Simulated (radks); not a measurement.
The numbers below are computed, except where a source is named.
Polarisability of the indium ion In3+, [Kr] 4d10, at imaginary frequency. Level of theory: scalar-relativistic Kohn-Sham, LB94 model potential, spin-polarised, spherical densities, finite nucleus; Fermi nuclear charge, rms radius 4.6156 fm (a radial shooting solver on a logarithmic mesh with Libxc functionals). Response by self-consistent Sternheimer equations with the Hartree and adiabatic LDA kernel, the relativistic mass of each level held fixed and spin-orbit coupling left out.

w (hartree),alpha1(iw) (bohr^3),alpha2(iw) (bohr^5)
0.00266,3.467,9.573
0.0143,3.466,9.570
0.0360,3.464,9.553
0.0697,3.458,9.500
0.118,3.442,9.370
0.186,3.406,9.097
0.280,3.334,8.601
0.413,3.197,7.825
0.605,2.960,6.795
0.892,2.584,5.622
1.35,2.057,4.385
2.12,1.412,3.091
3.59,0.7644,1.791
6.94,0.2894,0.7169
17.5,0.06637,0.1435

Static values: alpha1 = 3.467 bohr^3 (0.5137 angstrom^3; uncoupled 5.253), alpha2 = 9.573 bohr^5, alpha3 = 33.92 bohr^7. C6 = 15.44, C8 = 181.7, triple-dipole C9 = 37.82 atomic units. One-pole (London) frequency 4 C6 / (3 alpha1^2) = 1.713 hartree, against 2.091 for minus the highest occupied eigenvalue.
